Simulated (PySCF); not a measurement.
An unknown gives this computed stick spectrum. Computed with TDDFT wB97X-D/def2-SVPD, vertical, gas phase, core orbitals frozen in the response (PySCF). Geometries: GFN2-xTB, one conformer each.

| state | E (eV) | f | main configurations (H = HOMO, L = LUMO) |
| --- | --- | --- | --- |
| S1 | 3.01 | 0.0039 | H→L (91%) |
| S2 | 3.75 | 0.0007 | H→L+1 (89%) |
| S3 | 4.81 | 0.132 | H-1→L (91%) |
| S4 | 5.47 | 0.0005 | H-2→L (79%), H-2→L+1 (12%) |
| S5 | 5.64 | 0.386 | H-1→L+1 (88%) |
| S6 | 5.93 | 0.0001 | H-4→L (86%) |
| S7 | 6.14 | 0.0009 | H-2→L+1 (83%), H-2→L (11%) |
| S8 | 6.63 | 0.0015 | H-4→L+1 (60%), H→L+3 (35%) |

Triplets computed (Tamm–Dancoff): 2.37, 3.31, 3.47 eV.

Question: Which candidate is it?
A. `N#Cc1cnccp1`
B. `[H]/N=C\CCO[SiH2]O`
C. `C=Cc1cncnn1`

Answer: C. Its S1, at 3.01 eV, is the lowest among the candidates; the nearest of the others has S1 at 4.01 eV. S1 is HOMO→LUMO (91%). Löwdin shares by element: HOMO nitrogen 77%, carbon 7% or more (atoms not listed hold the other 16%); LUMO nitrogen 40% or more, carbon 23% or more (atoms not listed hold the other 37%). At the same level the other candidates give, for their lowest levels:
- `[H]/N=C\CCO[SiH2]O`: 5.23 eV (f 0.002); 7.44 eV (f 0.008); 7.49 eV (f 0.020); 7.76 eV (f 0.015); 7.96 eV (f 0.022); T1 4.48 eV; HOMO -9.29, LUMO 1.60 eV
- `N#Cc1cnccp1`: 4.01 eV (f 0.007); 4.60 eV (f 0.002); 4.71 eV (f 0.051); 5.11 eV (f 0.091); 5.23 eV (f 0.008); T1 3.29 eV; HOMO -10.03, LUMO -1.36 eV

The values belong to the conformer `[CH2:1]=[CH:2][c:3]1[cH:4][n:5][cH:6][n:7][n:8]1`: C1–C2–C3–C4 180°.
